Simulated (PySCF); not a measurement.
## C$_{11}$H$_{12}$O$_{2}$: full NMR table

- Formula: C11H12O2
- SMILES: O=C1CCCc2cccc(CO)c21
- InChI: InChI=1S/C11H12O2/c12-7-9-5-1-3-8-4-2-6-10(13)11(8)9/h1,3,5,12H,2,4,6-7H2
- Point group of the computed structure: C1
- Degrees of unsaturation: 6
- Carbon signals: 11
- Proton signals: 8

Atoms are numbered as in `[O:1]=[C:2]1[CH2:3][CH2:4][CH2:5][c:6]2[cH:7][cH:8][cH:9][c:10]([CH2:11][OH:12])[c:13]21`; H(Xn) means a hydrogen on atom n.

Equivalent nuclei averaged, gas phase, non-relativistic, one computed conformer. GIAO B97-2/pcSseg-1 shieldings; J: B3LYP/pcJ-1 (without the spin–dipole term); PBE0-D3(BJ)/def2-SVP structure; PySCF 2.14.0 with density-fitted response routines.

Scale: TMS for ¹H (σ = 31.38 ppm), ¹³C (σ = 183.69 ppm); ¹⁷O (σ = 331.62 ppm) vs H2O (reference shieldings calculated alike).

| carbon | δC, type | δH (multiplicity, J in Hz) | HMBC from (abs. J ≥ 3 Hz) | span of the C tensor (ppm) |
| --- | --- | --- | --- | --- |
| C2 | 201.2, C | – | H(C3), H(C4) | 193 |
| C3 | 41.6, CH2 | 2.64 (ddd, 9.2, 5.6, 1.1) | H(C5), H(C4) | 30 |
| C4 | 25.0, CH2 | 1.81 (tdd, 9.3, 5.6, 4.2) | H(C5) | 19 |
| C5 | 33.6, CH2 | 2.78 (ddt, 9.4, 4.2, 1.1) | H(C7), H(C3), H(C4) | 18 |
| C6 | 149.0, C | – | H(C8), H(C5), H(C4) | 222 |
| C7 | 129.9, CH | 7.25 (dq, 8.4, 1.0) | H(C9), H(C5) | 203 |
| C8 | 136.5, CH | 7.48 (t, 8.4) | – | 231 |
| C9 | 132.7, CH | 7.34 (dd, 8.4, 1.0) | H(C7), H(C11) | 200 |
| C10 | 151.3, C | – | H(C8) | 221 |
| C11 | 68.1, CH2 | 4.51 (s) | H(C9) | 51 |
| C13 | 131.7, C | – | H(C9), H(C7), H(C11), H(C5) | 186 |

Other nuclei:
| atoms | nucleus | environment | δ (ppm) | σ (ppm) |
| --- | --- | --- | --- | --- |
| H(O12) | ¹H | hydrogen on an alcohol oxygen | 4.58 | 26.79 |
| O1 | ¹⁷O | ketone oxygen | 590.4 | -258.8 |
| O12 | ¹⁷O | alcohol oxygen | 38.1 | 293.6 |

Selected couplings (Hz, signed; the shortest-range and largest first, 30 at most; isotopes ¹³C, ¹H): ¹J(C9,H(C9)) 168.7, ¹J(C7,H(C7)) 167.0, ¹J(C8,H(C8)) 166.6, ¹J(C11,H(C11)) 145.3, ¹J(C4,H(C4)) 135.1, ¹J(C3,H(C3)) 133.9, ¹J(C5,H(C5)) 133.8, ³J(H(C4),H(C5)) 9.4, ³J(H(C3),H(C4)) 9.2, ³J(H(C7),H(C8)) 8.4, ³J(H(C8),H(C9)) 8.4, ³J(H(C3),H(C4)) 5.6, ³J(H(C4),H(C5)) 4.2, ⁴J(H(C3),H(C5)) 1.1, ⁴J(H(C5),H(C7)) -1.0, ⁴J(H(C7),H(C9)) 1.0.

Carbon types of the structure: 4 × C, 3 × CH, 4 × CH2, leaving 1 H on heteroatoms. δC 201.2: ketone carbonyl carbon; low-lying n→π* states of the double bond to the heteroatom give a large paramagnetic term (-264 ppm). δC 151.3, 149.0, 131.7: substituted aromatic carbon. δC 136.5, 132.7, 129.9: aromatic CH; the aromatic region. δC 68.1: sp3 CH2 bonded to O, on an aromatic ring; pulled downfield by the heteroatom. δC 25.0: sp3 CH2 in a ring; a saturated carbon with 2 carbon neighbours and no heteroatom attached. The protons at 1.81 and 2.78 share a coupling of 9.4 Hz (vicinal). The protons at 2.64 and 1.81 share a coupling of 9.2 Hz (vicinal). The protons at 7.25 and 7.48 share a coupling of 8.4 Hz (vicinal, an ortho-type coupling). The protons at 7.48 and 7.34 share a coupling of 8.4 Hz (vicinal, an ortho-type coupling).

The OH or NH signal is concentration- and solvent-dependent in practice; the value given is the gas-phase one. Splittings below 1 Hz are ignored in the labels, and close J values are merged. Unscaled 3J(H,H) at this level run about 10 % above measured values. Shifts are as computed. Against solution values, carbons near 30 ppm lie about +1 ppm off and those near 130 ppm about +2 ppm (rms about the fit 1.9 ppm; single classes can miss by 10 ppm). Of 1328 compounds with measured shifts, 309 miss one by over three times the rms of a fit or turn the order of signals round; such compounds aren't used in these exercises. Signals without a measured value on file couldn't be tested in this way. Couplings to exchangeable protons are dropped. Unscaled 17O shifts of doubly bonded oxygen tend to come out too high, by tens of ppm or more. Experimental scales use liquid or dissolved standards, which lie at an offset from isolated H2O (liquid H2O: subtract about 36 ppm).
